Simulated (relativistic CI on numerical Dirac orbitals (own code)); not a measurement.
**Calculated levels, Li⁺**

Computed by Dirac-Coulomb-Breit CI, KLI orbitals optimised for each configuration, QED by a radiative potential, valence Slater integrals scaled by 0.85, P86 correlation energy added to each configuration (own radial code, finite nucleus).

CI space: 1s2, 1s 2s, 1s 2p, 1s 3s, 1s 3p, 1s 3d, 1s 4s, 1s 4p, 1s 4d, 1s 4f, 1s 5s, 1s 5p, 1s 5d, 1s 5f, 1s 5g, 1s 6s, 1s 6p, 1s 6d. Levels of other configurations are missing.

```csv
No.,Configuration,Term,J,E (cm⁻¹),%,Landé g,jj configuration (%)
1,1s2,1S,0,0,100,,closed (100)
2,1s 2s,3S,1,470106,100,2.002,1s 2s (100)
3,1s 2s,1S,0,482931,99,,1s 2s (99)
4,1s 2p,3P°,1,488684,100,1.501,1s 2p1/2 (67)
5,1s 2p,3P°,2,488686,100,1.501,1s 2p3/2 (100)
6,1s 2p,3P°,0,488690,100,,1s 2p1/2 (100)
7,1s 2p,1P°,1,496376,99,1.000,1s 2p3/2 (66)
8,1s 3s,3S,1,549541,100,2.002,1s 3s (100)
9,1s 3s,1S,0,553206,98,,1s 3s (98)
10,1s 3p,3P°,1,554361,100,1.501,1s 3p1/2 (67)
11,1s 3p,3P°,2,554361,100,1.501,1s 3p3/2 (100)
12,1s 3p,3P°,0,554363,100,,1s 3p1/2 (100)
13,1s 3d,3D,2,554839,100,1.167,1s 3d3/2 (61)
14,1s 3d,3D,3,554839,100,1.334,1s 3d5/2 (100)
15,1s 3d,3D,1,554840,100,0.499,1s 3d3/2 (100)
16,1s 3d,1D,2,554880,100,1.000,1s 3d5/2 (61)
17,1s 3p,1P°,1,557018,99,1.000,1s 3p3/2 (66)
18,1s 4s,3S,1,575142,100,2.002,1s 4s (100)
19,1s 4s,1S,0,576766,98,,1s 4s (98)
20,1s 4p,3P°,2,577082,100,1.501,1s 4p3/2 (100)
21,1s 4p,3P°,1,577082,100,1.501,1s 4p1/2 (67)
22,1s 4p,3P°,0,577083,100,,1s 4p1/2 (100)
23,1s 4d,3D,2,577365,100,1.167,1s 4d3/2 (61)
24,1s 4d,3D,3,577365,100,1.334,1s 4d5/2 (100)
25,1s 4d,3D,1,577365,100,0.499,1s 4d3/2 (100)
26,1s 4d,1D,2,577388,100,1.000,1s 4d5/2 (61)
27,1s 4p,1P°,1,578368,98,1.000,1s 4p3/2 (66)
28,1s 4f,3F°,3,579532,78,1.065,1s 4f5/2 (95)
29,1s 4f,3F°,4,579532,100,1.251,1s 4f7/2 (100)
30,1s 4f,3F°,2,579532,100,0.666,1s 4f5/2 (100)
31,1s 4f,1F°,3,579532,78,1.019,1s 4f7/2 (95)
32,1s 5s,3S,1,586707,100,2.002,1s 5s (100)
33,1s 5s,1S,0,587608,98,,1s 5s (98)
34,1s 5p,3P°,2,587692,100,1.501,1s 5p3/2 (100)
35,1s 5p,3P°,1,587692,100,1.501,1s 5p1/2 (67)
36,1s 5p,3P°,0,587692,100,,1s 5p1/2 (100)
37,1s 5d,3D,2,587867,100,1.167,1s 5d3/2 (61)
38,1s 5d,3D,3,587867,100,1.334,1s 5d5/2 (100)
39,1s 5d,3D,1,587867,100,0.499,1s 5d3/2 (100)
40,1s 5d,1D,2,587881,100,1.000,1s 5d5/2 (61)
41,1s 5p,1P°,1,588443,98,1.000,1s 5p3/2 (65)
42,1s 5g,3G,4,589408,53,1.027,1s 5g7/2 (100)
43,1s 5g,3G,5,589408,100,1.200,1s 5g9/2 (100)
44,1s 5g,3G,3,589408,100,0.749,1s 5g7/2 (100)
45,1s 5g,1G,4,589408,53,1.024,1s 5g9/2 (100)
46,1s 5f,3F°,3,589408,86,1.072,1s 5f5/2 (89)
47,1s 5f,3F°,4,589408,100,1.251,1s 5f7/2 (100)
48,1s 5f,3F°,2,589408,100,0.666,1s 5f5/2 (100)
49,1s 5f,1F°,3,589408,86,1.012,1s 5f7/2 (89)
50,1s 6s,3S,1,592957,100,2.002,1s 6s (100)
51,1s 6p,3P°,2,593528,100,1.501,1s 6p3/2 (100)
52,1s 6p,3P°,1,593528,100,1.501,1s 6p1/2 (67)
53,1s 6p,3P°,0,593529,100,,1s 6p1/2 (100)
54,1s 6s,1S,0,593561,98,,1s 6s (98)
55,1s 6d,3D,2,593639,100,1.167,1s 6d3/2 (61)
56,1s 6d,3D,3,593639,100,1.334,1s 6d5/2 (100)
57,1s 6d,3D,1,593639,100,0.499,1s 6d3/2 (100)
58,1s 6d,1D,2,593647,100,1.000,1s 6d5/2 (61)
59,1s 6p,1P°,1,594047,99,1.000,1s 6p3/2 (66)
```

Energies count from the lowest computed level; ° marks odd parity. Filled j subshells are mostly left out of the jj labels.

The mean weight of the leading LS term, summed over parents, in these 59 levels is 97 %, and that of the leading jj configuration (from the same eigenvectors) 88 %.

For a near-neutral ion this model can misplace configurations by up to about 10,000 cm⁻¹ (more where the count of f electrons changes) and terms by 10 to 25 % of their spread. Rates follow the energies as ν³ (E1, M1) or ν⁵ (E2), so they and the lifetimes can be off by large factors. The fine structure of a lone outer electron comes out too small, for d and f at times inverted, and misplaced configurations move strength between like terms. 11 of the 11 excited levels that our extract of the measured tables holds in this range could be paired (the sources list more); they are missed by 5366 cm⁻¹ on average and 5928 at most, and levels without a partner can miss by more.
